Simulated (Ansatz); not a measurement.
Ti6⁺. The state is a doublet with charge 1. Geometry PBE-D4/def2-SVP; atoms count from 1.

Cartesian coordinates in Å:
```
Ti 1.1150 1.1740 -0.9336
Ti -1.2836 0.4907 -0.1654
Ti 0.7731 -0.5175 1.0253
Ti -1.2100 -2.0160 0.3839
Ti 0.3456 2.0351 1.1262
Ti 0.2599 -1.1664 -1.4364
```

The charge 1 doublet is spin-contaminated (final ⟨S²⟩ up to 3.85, 0.75 for a pure state). The structure comes from a short search, and lower isomers may exist.

Question: Estimate the Mulliken populations from the PBE0/def2-TZVP orbitals of Ansatz.

Answer: 
```json
{"atom": "Ti1", "charge (e)": "0.17", "spin (α − β)": "-0.89", "d electrons": "2.75"}
{"atom": "Ti2", "charge (e)": "0.12", "spin (α − β)": "-0.10", "d electrons": "2.76"}
{"atom": "Ti3", "charge (e)": "0.12", "spin (α − β)": "-0.10", "d electrons": "2.76"}
{"atom": "Ti4", "charge (e)": "0.23", "spin (α − β)": "2.25", "d electrons": "2.70"}
{"atom": "Ti5", "charge (e)": "0.23", "spin (α − β)": "-2.01", "d electrons": "2.75"}
{"atom": "Ti6", "charge (e)": "0.15", "spin (α − β)": "1.84", "d electrons": "2.75"}
```
Mulliken values depend strongly on the basis.

Question: Where does the spin sit?

Answer: Summed by element: Ti 1.00, of 1 unpaired in all. Largest on single atoms: Ti4 2.25, Ti5 -2.01, Ti6 1.84.

Question: And the Mayer bond orders between heavy atoms (over 0.3)?

Answer: Ti1–Ti2 0.92 (2.61 Å); Ti1–Ti3 0.92 (2.61 Å); Ti1–Ti5 1.64 (2.36 Å); Ti1–Ti6 0.97 (2.54 Å); Ti2–Ti3 0.95 (2.58 Å); Ti2–Ti4 0.98 (2.57 Å); Ti2–Ti5 1.05 (2.59 Å); Ti2–Ti6 0.95 (2.60 Å); Ti3–Ti4 0.98 (2.57 Å); Ti3–Ti5 1.05 (2.59 Å); Ti3–Ti6 0.95 (2.60 Å); Ti4–Ti6 1.27 (2.49 Å).
